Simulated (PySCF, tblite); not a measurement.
Species: C6H11NOSi.
SMILES with atom numbers: `[CH2:1]=[C:2]1[SiH2:3][N:4]([CH3:5])[CH2:6][C@H:7]1[CH:8]=[O:9]` (hydrogens: H10, H11 on C1; H12, H13 on Si3; H14, H15, H16 on C5; H17, H18 on C6; H19 on C7; H20 on C8)

Cartesian coordinates in Å at the GFN2-xTB level; atoms count from 1:
```
atom  x, y, z in Å
C1    -1.8250    2.0700   -0.0373
C2    -0.9112    1.1162   -0.0998
Si3    0.9525    1.2547    0.1039
N4     1.1581   -0.4060   -0.2766
C5     2.4042   -1.0912   -0.4654
C6     0.0020   -1.0485   -0.8587
C7    -1.2551   -0.3363   -0.3507
C8    -1.6485   -0.8475    1.0062
O9    -2.7702   -1.0500    1.3785
H10   -2.8790    1.8774   -0.1710
H11   -1.5473    3.0924    0.1559
H12    1.5131    2.2342   -0.8392
H13    1.4457    1.5090    1.4596
H14    3.1891   -0.5488    0.0551
H15    2.6745   -1.1631   -1.5260
H16    2.3464   -2.1064   -0.0606
H17    0.0328   -1.0080   -1.9574
H18   -0.0107   -2.1072   -0.5681
H19   -2.0969   -0.4421   -1.0392
H20   -0.7797   -0.9882    1.6782
```

Computed, not measured: PBE0/pcSseg-1 in PySCF (dipole) on a GFN2-xTB geometry, gas phase.

Take the most abundant isotopes and a rigid rotor. The values belong to one conformer with, in the numbering `[CH2:1]=[C:2]1[SiH2:3][N:4]([CH3:5])[CH2:6][C@H:7]1[CH:8]=[O:9]`, C6–C7–C8–O9 -140°, C1–C2–Si3–N4 -176°, C2–Si3–N4–C5 173°, Si3–N4–C6–C7 -28°, N4–C6–C7–C8 -82°.

Q: Give the principal moments of inertia and the rotational constants in GHz.

A: Ia = 245.81, Ib = 440.89, Ic = 596.61 u·Å²; 505379 MHz·u·Å²/I gives 2056, 1146 and 847.1 MHz, that is A = 2.0560, B = 1.1463, C = 0.8471 GHz.

Q: Classify the top.

A: An asymmetric top. Ray's parameter κ = (2B − A − C)/(A − C) = -0.505; −1 is the prolate and +1 the oblate limit.

Q: What does the inertial defect say?

A: Not planar: Δ = Ic − Ia − Ib = -90.10 u·Å². For a rigid frame Δ = −2 Σ m c², so Σ m c² = 45.05 u·Å² lies off the ab plane: 14.50 from hydrogen and 30.55 from heavier atoms. The atom farthest from that plane is 1.93 Å away.

Q: Give the other two planar moments, Paa and Pbb, and the rms extents of the mass along the axes.

A: Paa = Σ m a² = (Ib + Ic − Ia)/2 = 395.84 and Pbb = Σ m b² = (Ia + Ic − Ib)/2 = 200.76 u·Å². With the mass M = 141.06 u, the rms extents √(P/M) along a, b and c are 1.68, 1.19, 0.57 Å.

Q: Where do the levels up to J = 3 lie, in MHz?

A: Above 0(0,0):
J = 1: 1(0,1) 1993, 1(1,1) 2903, 1(1,0) 3202
J = 2: 2(0,2) 5918, 2(1,2) 6591, 2(1,1) 7488, 2(2,1) 10217, 2(2,0) 10280
J = 3: 3(0,3) 11664, 3(1,3) 12086, 3(1,2) 13873, 3(2,2) 16197, 3(2,1) 16493, 3(3,1) 21529, 3(3,0) 21538

Q: Which types of transition are allowed, and where do some lines up to J = 2 fall?

A: The dipole components are |μa| = 2.94 D, |μb| = 0.45 D, |μc| = 0.90 D. The squared components, which scale the intensities, stand as 1.00 : 0.02 : 0.09 (a : b : c). Some lines, for components of 0.1 D or more:

```json
{"type": "c", "branch": "Q", "J(Ka,Kc)": "2(1,2) ← 2(0,2)", "MHz": "673", "lower level (cm⁻¹)": "0.197"}
{"type": "a", "branch": "Q", "J(Ka,Kc)": "2(1,1) ← 2(1,2)", "MHz": "898", "lower level (cm⁻¹)": "0.220"}
{"type": "c", "branch": "Q", "J(Ka,Kc)": "1(1,1) ← 1(0,1)", "MHz": "910", "lower level (cm⁻¹)": "0.066"}
{"type": "b", "branch": "Q", "J(Ka,Kc)": "1(1,0) ← 1(0,1)", "MHz": "1209", "lower level (cm⁻¹)": "0.066"}
{"type": "b", "branch": "Q", "J(Ka,Kc)": "2(1,1) ← 2(0,2)", "MHz": "1570", "lower level (cm⁻¹)": "0.197"}
{"type": "a", "branch": "R", "J(Ka,Kc)": "1(0,1) ← 0(0,0)", "MHz": "1993", "lower level (cm⁻¹)": "0.000"}
{"type": "c", "branch": "Q", "J(Ka,Kc)": "2(2,1) ← 2(1,1)", "MHz": "2729", "lower level (cm⁻¹)": "0.250"}
{"type": "b", "branch": "Q", "J(Ka,Kc)": "2(2,0) ← 2(1,1)", "MHz": "2792", "lower level (cm⁻¹)": "0.250"}
{"type": "b", "branch": "R", "J(Ka,Kc)": "1(1,1) ← 0(0,0)", "MHz": "2903", "lower level (cm⁻¹)": "0.000"}
{"type": "b", "branch": "R", "J(Ka,Kc)": "2(0,2) ← 1(1,1)", "MHz": "3015", "lower level (cm⁻¹)": "0.097"}
{"type": "c", "branch": "R", "J(Ka,Kc)": "1(1,0) ← 0(0,0)", "MHz": "3202", "lower level (cm⁻¹)": "0.000"}
{"type": "b", "branch": "Q", "J(Ka,Kc)": "2(2,1) ← 2(1,2)", "MHz": "3627", "lower level (cm⁻¹)": "0.220"}
{"type": "a", "branch": "R", "J(Ka,Kc)": "2(1,2) ← 1(1,1)", "MHz": "3688", "lower level (cm⁻¹)": "0.097"}
{"type": "a", "branch": "R", "J(Ka,Kc)": "2(0,2) ← 1(0,1)", "MHz": "3924", "lower level (cm⁻¹)": "0.066"}
{"type": "a", "branch": "R", "J(Ka,Kc)": "2(1,1) ← 1(1,0)", "MHz": "4286", "lower level (cm⁻¹)": "0.107"}
{"type": "b", "branch": "R", "J(Ka,Kc)": "2(1,2) ← 1(0,1)", "MHz": "4597", "lower level (cm⁻¹)": "0.066"}
{"type": "c", "branch": "R", "J(Ka,Kc)": "2(1,1) ← 1(0,1)", "MHz": "5495", "lower level (cm⁻¹)": "0.066"}
{"type": "b", "branch": "R", "J(Ka,Kc)": "2(2,1) ← 1(1,0)", "MHz": "7015", "lower level (cm⁻¹)": "0.107"}
{"type": "c", "branch": "R", "J(Ka,Kc)": "2(2,0) ← 1(1,0)", "MHz": "7077", "lower level (cm⁻¹)": "0.107"}
{"type": "c", "branch": "R", "J(Ka,Kc)": "2(2,1) ← 1(1,1)", "MHz": "7314", "lower level (cm⁻¹)": "0.097"}
{"type": "b", "branch": "R", "J(Ka,Kc)": "2(2,0) ← 1(1,1)", "MHz": "7377", "lower level (cm⁻¹)": "0.097"}
```

Q: Estimate the classical rotational partition function at 25 K, 50 K and 500 K.

A: Point group C1, symmetry number σ = 1; q = (√π/σ)·√((kT/h)³/(ABC)), k/h = 20836.6 MHz/K: 14900 at 25 K, 42200 at 50 K, 1330000 at 500 K.

Its GFN2-xTB frequencies are all real (lowest 55 cm⁻¹). Zero-point vibration and centrifugal distortion are left out. A rigid rotor knows nothing of internal rotation, which can split or shift real lines. Quadrupole hyperfine structure (14N) is left out.

Time: 82 s (grids of density and orbitals included); peak memory 0.97 GiB. Hardware: one thread, Arm Neoverse N1 (aarch64), no GPU, shared host with 64 logical CPUs at a one-minute load of 53. This is the PBE0/pcSseg-1 job that gave the dipole, with the shieldings it also computed.
